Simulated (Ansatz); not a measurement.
C₁₀H₂₀N₂OZr (`C[O][Zr]1234([N](C)C)([N](C)C)[C@H]5[C@@H]1[C@@H]2[C@@H]3[C@H]54`), relaxed with RKS PBE0-D4/def2-TZVP in Ansatz from a GFN2-xTB geometry. The force threshold is 0.005 eV/Å; the program also tests the step.

The species carries charge 0 and has multiplicity 1. Zr: def2 effective core potential.

Start:

```xyz
34

C     2.357   -0.933   -1.357
O     1.860    0.220   -0.762
Zr    0.112    0.340   -0.012
N    -1.129   -0.155   -1.546
C    -0.849    0.660   -2.720
C    -1.153   -1.554   -1.943
N     0.044   -1.334    1.124
C    -1.193   -1.637    1.818
C     1.176   -1.552    2.005
C     0.213    2.820    0.088
C    -1.151    2.482    0.248
C    -1.292    1.804    1.478
C    -0.017    1.733    2.085
C     0.911    2.361    1.227
H     2.279   -0.873   -2.458
H     3.425   -1.054   -1.112
H     1.815   -1.835   -1.010
H    -0.873    1.726   -2.463
H     0.138    0.425   -3.174
H    -1.612    0.486   -3.501
H    -1.256   -2.192   -1.060
H    -2.006   -1.749   -2.617
H    -0.235   -1.852   -2.491
H    -1.298   -1.065    2.765
H    -2.050   -1.411    1.170
H    -1.239   -2.708    2.088
H     1.273   -2.622    2.265
H     2.102   -1.233    1.510
H     1.077   -1.000    2.964
H     0.630    3.441   -0.699
H    -1.969    2.801   -0.389
H    -2.232    1.519    1.936
H     0.186    1.388    3.093
H     1.955    2.554    1.451
```

```tsv
step	energy (eV)	largest force (eV/Å)	largest move (Å)
1	-16994.2539	1.270	0.000
2	-16994.6085	0.795	0.193
3	-16994.7855	0.570	0.176
4	-16994.8615	0.625	0.195
5	-16994.9292	0.200	0.200
6	-16994.9493	0.307	0.200
7	-16994.9891	0.362	0.200
8	-16995.0061	0.452	0.161
9	-16995.0194	0.304	0.077
10	-16995.0351	0.196	0.151
11	-16995.0459	0.440	0.195
14	-16995.0691	0.172	0.109
17	-16995.0874	0.193	0.092
20	-16995.0980	0.056	0.100
23	-16995.1073	0.332	0.094
26	-16995.1194	0.374	0.154
29	-16995.1415	0.074	0.127
32	-16995.1708	0.090	0.168
35	-16995.1900	0.076	0.100
38	-16995.1949	0.029	0.030
41	-16995.1964	0.014	0.034
44	-16995.1966	0.006	0.013
47	-16995.1967	0.012	0.006
50	-16995.1967	0.005	0.013
```

End:

```xyz
34

C     3.421   -0.457   -0.696
O     2.061   -0.503   -0.451
Zr    0.266    0.113   -0.017
N    -0.972   -0.157   -1.631
C    -1.931    0.570   -2.410
C    -0.750   -1.482   -2.172
N    -0.428   -1.304    1.308
C    -1.799   -1.697    1.480
C     0.405   -1.753    2.392
C    -0.039    2.627   -0.450
C    -1.027    2.241    0.488
C    -0.376    1.863    1.678
C     1.014    1.994    1.471
C     1.219    2.480    0.159
H     3.852    0.510   -0.403
H     3.944   -1.240   -0.133
H     3.634   -0.611   -1.761
H    -2.106    1.563   -1.994
H    -1.601    0.696   -3.454
H    -2.900    0.049   -2.445
H    -0.011   -2.037   -1.580
H    -1.673   -2.081   -2.168
H    -0.377   -1.447   -3.206
H    -2.245   -1.275    2.398
H    -2.404   -1.363    0.633
H    -1.900   -2.791    1.552
H     0.397   -2.850    2.482
H     1.447   -1.453    2.236
H     0.084   -1.348    3.367
H    -0.218    2.960   -1.461
H    -2.095    2.236    0.322
H    -0.853    1.512    2.581
H     1.788    1.764    2.190
H     2.176    2.673   -0.304
```

It took 90 s on 11 threads of an AMD EPYC 7R13 on a shared host and a whole NVIDIA H100 80 GB, with 2 GiB of host memory at the peak.
